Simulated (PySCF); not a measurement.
Several orderings of computed values.

All species are isolated and taken at one optimised geometry, non-relativistic unless stated; the electronic structure was computed with PySCF and density fitting.

The conformers computed, where there is a choice (atom-mapped SMILES and torsion angles):
- `[CH:1]#[C:2][SiH2:3][CH2:4][Si@@H:5]([F:6])[NH:7][CH2:8]`: C2–Si3–C4–Si5 -179°, Si3–C4–Si5–F6 62°, C4–Si5–N7–C8 59°
- `[CH2:1]=[CH:2][C@H:3]([CH3:4])[NH:5][SiH:6][NH2:7]`: C1–C2–C3–C4 -122°, C2–C3–N5–Si6 77°, C3–N5–Si6–N7 -177°, H–N7–Si6–N5 -46°, H–N7–Si6–N5 180°
- `[CH2:1][SiH2:2][CH2:3][C@@:4]([F:5])([SiH3:6])[C:7]#[N:8]`: C1–Si2–C3–C4 180°, Si2–C3–C4–F5 55°
- `[F:1][SiH2:2][N:3]([CH2:4][SiH3:5])[C:6]1[CH:7]=[CH:8]1`: F1–Si2–N3–C4 -18°, Si2–N3–C4–Si5 -127°, Si2–N3–C6–C7 -109°
- `[OH:1][C:2]1=[C:3]([OH:4])[S:5][C@@H:6]([F:7])[CH:8]1`: H–O1–C2–C3 -177°, H–O4–C3–C2 0°
- `[CH3:1][CH2:2][SiH2:3][S:4][SiH:5][CH3:6]`: C1–C2–Si3–S4 -176°, C2–Si3–S4–Si5 180°, Si3–S4–Si5–C6 -177°
- `[CH3:1][SiH2:2][CH2:3][C@@:4]([F:5])([SiH2:6])[C:7]#[N:8]`: C1–Si2–C3–C4 -129°, Si2–C3–C4–F5 -54°
- `[F:1][SiH:2][N:3]([CH2:4][SiH3:5])[CH:6]1[CH:7]=[CH:8]1`: F1–Si2–N3–C4 18°, Si2–N3–C4–Si5 83°, Si2–N3–C6–C7 -4°
- `[CH3:1][SiH:2][CH2:3][C@:4]([F:5])([SiH3:6])[C:7]#[N:8]`: C1–Si2–C3–C4 -166°, Si2–C3–C4–F5 -48°
- `[NH2:1][Si:2]1[CH:3]=[CH:4][C:5]([F:6])=[CH:7]1`: H–N1–Si2–C3 -62°, H–N1–Si2–C3 155°

(1) Rank by isotropic g value, lowest first (unrestricted B3LYP/pcH-1, mean-field spin–orbit at GFN2-xTB geometries).
A. `OC1=C(O)S[C@@H](F)[CH]1` [radical]
B. `F[SiH2]N(C[SiH3])[C]1C=C1` [radical]
C. `[CH2][SiH2]C[C@@](F)([SiH3])C#N` [radical]
D. `C=C[C@H](C)N[SiH]N` [radical]
E. `C#C[SiH2]C[Si@@H](F)N[CH2]` [radical]

(2) By how much do the two ends of that ranking differ?

(3) Rank by smallest rotational constant, highest first (GFN2-xTB).
A. `C(#N)[C@](C[SiH]C)([SiH3])F` [radical]
B. `S([SiH]C)[SiH2]CC` [radical]
C. `C#C[SiH2]C[Si@@H](F)N[CH2]` [radical]
D. `OC1=C(O)S[C@@H](F)[CH]1` [radical]
E. `N[Si]1C=CC(F)=C1` [radical]
F. `F[SiH]N(C[SiH3])C1C=C1` [radical]
G. `C[SiH2]C[C@@](F)([SiH2])C#N` [radical]

(4) Give the two extremes of that set in cm⁻¹.

Results:

(1) D (2.00241), C (2.00260), B (2.00270), E (2.00284), A (2.00335).

(2) By 0.00094, between `OC1=C(O)S[C@@H](F)[CH]1` [doublet state] and `C=C[C@H](C)N[SiH]N` [doublet state].

(3) E (1.155 GHz), D (1.047 GHz), F (0.827 GHz), G (0.771 GHz), A (0.718 GHz), B (0.616 GHz), C (0.518 GHz).

(4) `C#C[SiH2]C[Si@@H](F)N[CH2]` [doublet state]: 0.0173 cm⁻¹; `N[Si]1C=CC(F)=C1` [doublet state]: 0.0385 cm⁻¹.
